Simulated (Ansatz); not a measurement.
`[OH][Ga]([SH])[SH]`: the same geometry under several functionals.

```yaml
crystal:
  periodic: [false, false, false]
  atoms:
    - {symbol: O, position_ang: [-1.345900, 0.632066, 0.190227]}
    - {symbol: Ga, position_ang: [0.263839, -0.126032, 0.092949]}
    - {symbol: S, position_ang: [1.250549, -0.524631, 2.000490]}
    - {symbol: S, position_ang: [1.232644, -0.644579, -1.808517]}
    - {symbol: H, position_ang: [-1.765798, 0.796435, -0.656453]}
    - {symbol: H, position_ang: [0.211963, -0.018272, 2.688661]}
    - {symbol: H, position_ang: [0.213903, -0.182887, -2.553056]}
basis:
  gaussian: {orbitals: def2-TZVPP}
hamiltonian: {xc: {name: revPBE}, dispersion: d4}
output: {orbitals: {seedname: orbitals}}
```

```sh
$ ansatz run in.yaml --threads 2 --pin off --events-out ev --progress --plain
```

Shortened log:

```
Functional definition: revPBE
1264 factors; their error is unknown
mean field evaluation 1: about -76131.6345 eV, gradient 7.7e1 eV
mean field evaluation 2: about -76044.6010 eV, gradient 1.9e2 eV
mean field evaluation 4: about -76140.1408 eV, gradient 2.2e1 eV
mean field evaluation 8: about -76140.9633 eV, gradient 2.5e-1 eV
mean field evaluation 16: about -76140.9492 eV, gradient 2.3e-4 eV
mean field -76140.94922322 eV, -2798.1282737642 hartree, gradient 3.1e-5 eV, S^2 0.000000; 0 other end points of the search recorded, 0 dependent functions left out
reference -76140.94926894 eV, -2798.1282754444 hartree; 37, 37 occupied and 168, 168 virtual orbitals, 1264 factors
Total energy: -76141.39777106 eV, -2798.1447575934 hartree
```

Run time 3.3 s (2 threads of a server CPU on a shared host); peak host memory 0.26 GiB.

With the line `hamiltonian: {xc: pbe, dispersion: d4}` and forces (abridged; 3.9 s):

```
Functional definition: PBE
mean field evaluation 16: about -76130.0029 eV, gradient 6.9e-4 eV
mean field -76130.00287557 eV, -2797.7260029078 hartree, gradient 5.2e-5 eV, S^2 0.000000
Total energy: -76130.18856241 eV, -2797.7328267734 hartree
Atom 0 force    -0.266696     0.143825     0.502672 eV/Å
Atom 1 force     0.206287    -0.099238    -0.065047 eV/Å
Atom 2 force     0.312897    -0.143413     0.083392 eV/Å
Atom 3 force     0.337174    -0.161673    -0.079631 eV/Å
Atom 4 force    -0.190813     0.073259    -0.437452 eV/Å
Atom 5 force    -0.199239     0.097064     0.124333 eV/Å
Atom 6 force    -0.199609     0.090176    -0.128267 eV/Å
Dipole moment:    -0.258870     0.112609    -0.246051 e Å
```

With the line `hamiltonian: {xc: {name: wB97X-V}}` (abridged; 13 s):

```
Functional definition: wB97X-V
mean field evaluation 16: about -76140.5992 eV, gradient 6.1e-5 eV
mean field -76140.59918752 eV, -2798.1154101898 hartree, gradient 6.1e-5 eV, S^2 0.000000
Total energy: -76140.59918572 eV, -2798.1154101234 hartree
```

With the line `hamiltonian: {xc: lda}` (abridged; 1.9 s):

```
Functional definition: SPW92
mean field evaluation 16: about -75977.5709 eV, gradient 2.0e-4 eV
mean field -75977.57088675 eV, -2792.1242306408 hartree, gradient 5.1e-5 eV, S^2 0.000000
Total energy: -75977.57092122 eV, -2792.1242319074 hartree
```

Changing it to `hamiltonian: {xc: r2scan, dispersion: d4}` and forces (abridged; 8.5 s):

```
Functional definition: r2SCAN
mean field evaluation 16: about -76146.7648 eV, gradient 7.8e-4 eV
mean field -76146.76477317 eV, -2798.3419912831 hartree, gradient 2.0e-5 eV, S^2 0.000000
Total energy: -76146.80748140 eV, -2798.3435607817 hartree
Atom 0 force    -0.014248     0.009490     0.083410 eV/Å
Atom 1 force     0.033861    -0.016852    -0.018411 eV/Å
Atom 2 force     0.001690    -0.001702    -0.019592 eV/Å
Atom 3 force     0.022320    -0.009255     0.009098 eV/Å
Atom 4 force    -0.014356     0.005172    -0.056206 eV/Å
Atom 5 force    -0.014953     0.007087    -0.003769 eV/Å
Atom 6 force    -0.014314     0.006060     0.005469 eV/Å
Dipole moment:    -0.272464     0.118625    -0.256964 e Å
```

Changing it to `hamiltonian: {xc: {name: B2PLYP}}` (abridged; 9.5 s):

```
Functional definition: B2PLYP
mean field evaluation 16: about -76123.9513 eV, gradient 2.3e-4 eV
mean field -76123.95129571 eV, -2797.5036114501 hartree, gradient 8.3e-7 eV, S^2 0.000000
20 core orbitals not correlated: weight in the atoms' cores, before any rotation towards them, 1.000 or more for the frozen orbitals, at most 0.000 for the correlated occupied ones
second order -27.40348244 eV of doubles, -0.00000000 eV of singles
Total energy: -76131.35039020 eV, -2797.7755231571 hartree
```
